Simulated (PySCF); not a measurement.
**Excitation energy of Al by level of theory**

Al [Ne] 3s2 3p1 (2P) → Al [Ne] 3s2 4s1 (2S), as a difference of total energies. Calculation: PySCF 2.14, in aug-cc-pCVTZ-DK with one added diffuse shell each of s, p, d, f type (9s8p6d4f, 91 functions); the spin-free X2C one-electron Hamiltonian (Gaussian nucleus). Correlated levels: valence: [Ne] frozen; valence and next inner shell: 1s2 frozen; nothing frozen. The calculations carry no spin-orbit coupling.

```tsv
method	excitation energy (eV)	error (eV)
UHF	2.946	-0.187
LDA	3.056	-0.077
PBE	3.106	-0.027
PBE0	3.159	+0.026
r2SCAN	3.332	+0.199
BHandHLYP	3.107	-0.026
BLYP	3.023	-0.110
HSE06	3.145	+0.012
PW91	3.126	-0.007
MP2 (valence)	3.043	-0.090
SCS-MP2 (valence)	3.044	-0.089
MP2 (valence and next inner shell)	3.009	-0.124
SCS-MP2 (valence and next inner shell)	3.017	-0.116
MP2 (all electrons)	3.011	-0.122
SCS-MP2 (all electrons)	3.019	-0.114
```

Reference: 3.133 eV (measured; NIST levels, between the centres of gravity of the two terms).

Errors of the correlated levels include the incompleteness of this basis and the frozen core.
